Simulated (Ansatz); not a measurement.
```yaml
crystal:
  periodic: [false, false, false]
  atoms:
    - {symbol: h, position_ang: [-0.722974, 0.919398, 0.109114]}
    - {symbol: Ge, position_ang: [0.400297, -0.488136, -0.068618]}
    - {symbol: Cl, position_ang: [0.183331, -1.645917, 1.715652]}
    - {symbol: Cl, position_ang: [-0.293912, -1.587094, -1.766116]}
    - {symbol: H, position_ang: [-0.592847, 1.476659, 0.941085]}
    - {symbol: H, position_ang: [-0.814428, 1.508494, -0.705913]}
    - {symbol: H, position_ang: [1.901833, -0.251404, -0.270804]}
basis:
  gaussian: {orbitals: aug-cc-pVTZ}
hamiltonian: {xc: {name: RPBE}}
```

```sh
$ ansatz run in.yaml --threads 4 --pin off --events-out ev --progress --plain --max-ram 10444MiB
```

Q: How does Ansatz answer? (Best estimate.)

A: The calculation gave: The input was rejected before any iteration.
```
Error: YAML parse error: error: line 4 column 16: `h` is not an element symbol (H … Og, case-exact)
 --> <input>:4:16
2 |   periodic: [false, false, false]
3 |   atoms:
4 |     - {symbol: h, position_ang: [-0.722974, 0.919398, 0.109114]}
5 |     - {symbol: Ge, position_ang: [0.400297, -0.488136, -0.068618]}
6 |     - {symbol: Cl, position_ang: [0.183331, -1.645917, 1.715652]}
```
